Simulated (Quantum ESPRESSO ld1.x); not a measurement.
Values are calculated unless marked as measured or tabulated.
Task: These are the eigenvalues of the occupied orbitals of an atom or ion with whole-number occupations (eV). Code: ld1.x of Quantum ESPRESSO 7.5. Model: scalar-relativistic Kohn-Sham, BLYP, spin-unpolarised, spherical densities, point nucleus.

| orbital | eigenvalue |
|---|---|
| 1s | -2578.532 |
| 2s | -359.840 |
| 2p | -307.600 |

Which element is it, and in what charge state? The configuration may be excited.

Result: Z = 16, sulfur, charge +7: S7+ in [He] 2s2 2p5. The list shows which subshells hold electrons but not how many an open one holds; the 1s level, -94.759 hartree, gives Z - s = 13.8 by -(Z - s)^2/2, which with screening and relativity narrows Z to a few neighbours, and the depths of the outer levels then fix element, charge and occupations together.
